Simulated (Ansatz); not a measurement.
Results of the Gaussian-basis code of Ansatz.

Basis-set series for `[NH3+][Au-][F]`. Total charge 0; spin multiplicity 1. Au takes the def2 core potential. The structure was optimised at the PBE0-D4/def2-TZVP level. It is one conformer, not always the lowest.

```csv
functional,basis,functions,energy (Eh),HOMO (eV),LUMO (eV)
PBE0-D4,def2-SVP,75,-291.87642,-7.14,-0.33
PBE0-D4,def2-QZVPP,292,-292.09488,-7.26,-1.01
ωB97M-V,def2-SVP,75,-291.89221,-9.40,1.31
ωB97M-V,def2-QZVPP,292,-292.11658,-9.56,0.14
```

Q: Give the rows for def2-TZVPP. (Estimate.)

A: The calculation gave: 
| functional | basis | functions | energy (Eh) | HOMO (eV) | LUMO (eV) |
| --- | --- | --- | --- | --- | --- |
| PBE0-D4 | def2-TZVPP | 160 | -292.08364 | -7.25 | -0.77 |
| ωB97M-V | def2-TZVPP | 160 | -292.10548 | -9.53 | 0.68 |

Positive LUMOs are unbound and depend on the basis.
